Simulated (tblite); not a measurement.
Compound: C4H6FNSi.
Atom-mapped SMILES: `[N:1]#[C:2][C:3]1([F:4])[CH2:5][SiH2:6][CH2:7]1` (hydrogens: H8, H9 on C5; H10, H11 on Si6; H12, H13 on C7)

Cartesian coordinates in Å at the GFN2-xTB level; atoms count from 1:
```xyz
13
C4H6FNSi angstrom
N      2.484    1.177    1.197
C      1.775    0.589    0.521
C      0.832   -0.137   -0.303
F      1.529   -0.811   -1.295
C     -0.248    0.798   -0.886
Si    -1.566    0.044    0.282
C     -0.043   -1.089    0.540
H      0.002    1.853   -0.799
H     -0.389    0.576   -1.942
H     -2.724   -0.568   -0.359
H     -1.893    0.879    1.433
H     -0.102   -2.058    0.047
H      0.339   -1.252    1.545
```

Computed values, GFN2-xTB/tblite, gas phase, harmonic and unscaled. The method is semi-empirical: single wavenumbers can be off by several per cent or more. Modes of hydrogen on silicon can be 10 to 20 % off. One conformer, not necessarily the lowest.

Harmonic wavenumbers (cm⁻¹): 44.4, 164.2, 167.0, 357.7, 367.7, 415.6, 445.1, 450.3, 548.4, 581.4, 618.9, 681.0, 715.7, 725.0, 745.4, 761.5, 824.9, 943.6, 1041.5, 1044.8, 1076.1, 1186.5, 1201.1, 1243.0, 1445.8, 1450.4, 2311.9, 2314.4, 2404.7, 3010.3, 3013.0, 3018.7, 3020.0.

A = 3459, B = 1732, C = 1470 MHz; mass 115.025 u (most abundant isotopes); point group Cs, symmetry number 1.

Problem. Zero-point energy?

Solution. Half the sum of the wavenumbers: 19170 cm⁻¹ = 229.33 kJ/mol.

Problem. Give the ideal-gas entropy at 350 K and 1 bar in the rigid-rotor, harmonic-oscillator model (classical rotation).

Solution. Translation 171.37, rotation 119.12, vibration 93.18: S = 383.7 J/(mol K).

Problem. And Cp and H(350 K) − H(0)?

Solution. Cp = 145.69 J/(mol K), of which vibrations give 112.43 (their classical limit is 33 R = 274.4); H(350 K) − H(0) = 29.91 kJ/mol without the zero-point energy, 18.27 from vibrations.

Problem. Which modes carry the vibrational entropy at 350 K?

Solution. 44.4 cm⁻¹: 22.47; 164.2 cm⁻¹: 11.74; 167.0 cm⁻¹: 11.60; 357.7 cm⁻¹: 5.82; 367.7 cm⁻¹: 5.63; 415.6 cm⁻¹: 4.80 J/(mol K); the other 27 give 31.12 together.

Problem. What must be added to the electronic energy to get the Gibbs energy at 350 K and 1 bar?

Solution. ZPE + [H(350 K) − H(0)] − T·S = 229.33 + 29.91 − 134.28 = 124.96 kJ/mol.

Problem. Blend soft modes into free rotors: weight 1/[1 + (100 cm⁻¹/ν̃)⁴] for the oscillator and the rest for a rotor with moment μB/(μ + B), μ = h/(8π²ν), B = 10⁻⁴⁴ kg m². What vibrational entropy results?

Solution. 86.71 J/(mol K) in place of 93.18, which changes −T·S at 350 K by +2.26 kJ/mol.

Problem. How do the functions run with temperature in this model?

Solution. 
| T (K) | S (J/(mol K)) | Cp (J/(mol K)) | H − H(0) (kJ/mol) | G − H(0) (kJ/mol) | ln q(vib) |
| --- | --- | --- | --- | --- | --- |
| 100 | 267.6 | 56.8 | 4.41 | -22.36 | 0.96 |
| 200 | 317.6 | 93.0 | 11.82 | -51.69 | 2.39 |
| 300 | 362.4 | 129.8 | 23.01 | -85.72 | 4.04 |
| 500 | 442.2 | 182.5 | 54.70 | -166.42 | 7.67 |
| 800 | 538.7 | 226.8 | 116.77 | -314.16 | 12.99 |
| 1000 | 591.4 | 245.3 | 164.08 | -427.29 | 16.25 |

q(vib) and H(0) count from the zero-point level.

Hindered rotation and anharmonicity are outside this model. Other conformers, if any are populated, would add a mixing term that is left out.
